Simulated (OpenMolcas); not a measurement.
# Rh4+ in Cs2GeF6: curves along the breathing mode

Rh4+ with its 6 nearest fluoride ions, on the Ge site of Cs2GeF6 (a = 9.021 Å, distance in the model lattice 1.804 Å). The rest of the host is ab initio model potentials to 7.6 Å and point charges beyond; the distance is set by hand and nothing relaxes. Ligand basis ANO-RCC-VDZP.

| Property | Result |
| --- | --- |
| Program | OpenMolcas |
| Method | SS-CASPT2, IPEA 0.25 Eh, imaginary shift 0.1 Eh (closed shells correlated: 4s 4p and the ligand valence shells) |
| Basis | ANO-RCC-VDZP [6s5p3d1f] |
| Scalar Hamiltonian | DKH2, point nucleus |
| Active space | 5 electrons in 5 orbitals (4d) |
| State averaging | 2S+1 = 6 even, 1 root; 2S+1 = 4 even, 24 roots; 2S+1 = 2 even, 75 roots |
| Spin-orbit coupling | state interaction with AMFI integrals over the reference wave functions |

Spin-free energies (labels of O, the rotations of Oh) in cm-1 above the lowest fitted minimum, as all ligands move together:

```tsv
R (Å)	2T2	2E	6A1	2E(2)	4E	4E(2)	2E(3)
1.749	21090	61180	76980	75660	91770	94490	100690
1.791	10760	47270	59870	61480	74400	77100	83160
1.832	4450	37920	47980	51800	62110	64850	70710
1.873	1060	31930	40000	45460	53610	56420	62030
1.914	-10	28630	35230	41820	48230	51140	56420
1.955	810	27490	33070	40360	45410	48430	53270
1.997	3100	28100	33060	40630	44480	47880	52110
```

Cubic fits give the following; the wavenumber is harmonic, with the mass of all moving ligands, small differences in it between states hang on the degree of the fit, a number in brackets counts states of one label, and the table is a selection of at most 14 states with clean curves.

| State | R0 (Å) | Breathing mode (cm-1) | Minimum (cm-1) |
| --- | --- | --- | --- |
| 2T2 | 1.914 | 573 | 0 |
| 2E | 1.960 | 513 | 27540 |
| 6A1 | 1.978 | 535 | 32860 |
| 2E(2) | 1.969 | 495 | 40320 |
| 4E(2) | 1.992 | 498 | 47840 |

The minimum of 2E is shifted by +0.0464 Å against 2T2 (from the unrounded fits). With M = 114.0 u for the moving shell, the Huang-Rhys factor in this mode is S = M ω ΔR² / 2ħ = 0.01483 × 114.0 × 573 × 0.0464² = 2.09. Only the first shell moves, against a rigid host.

Roots that are degenerate in the reference are averaged as groups; the widest CASPT2 spread within a group is 1100 cm-1 (the 3-fold group of multiplicity 2 near 68000 cm-1 above the lowest state of its run, R = 1.832). Shifts and gaps below about the spread of the groups concerned are not significant. Over all roots computed the reference weight is 0.68 to 0.71 in R = 1.749, 0.67 to 0.71 in R = 1.791, 0.67 to 0.71 in R = 1.832, 0.67 to 0.70 in R = 1.873, 0.66 to 0.70 in R = 1.914, 0.66 to 0.69 in R = 1.955, 0.64 to 0.69 in R = 1.997; a low but even weight reflects the number of correlated electrons. An orbital triplet at a regular site is open to Jahn-Teller coupling, which can distort the site and quench the lowest spin-orbit gaps and is left out. The least metal-like active orbital is 69 % on the metal (Löwdin) and no ligand orbital is active, so the numbers are rough, and ground spin, moment and any spin crossover can be artefacts of this space; highly charged d ions in such sites are as a rule low spin. Ligand-to-metal charge-transfer states are missing. With no ligand orbital active B as a rule stays too high, so bands that hang on it stand too high and its fall with covalency is understated. With one d shell and no ligand orbital active, 10Dq can be off by a tenth or more. No measured value stands beside these numbers.
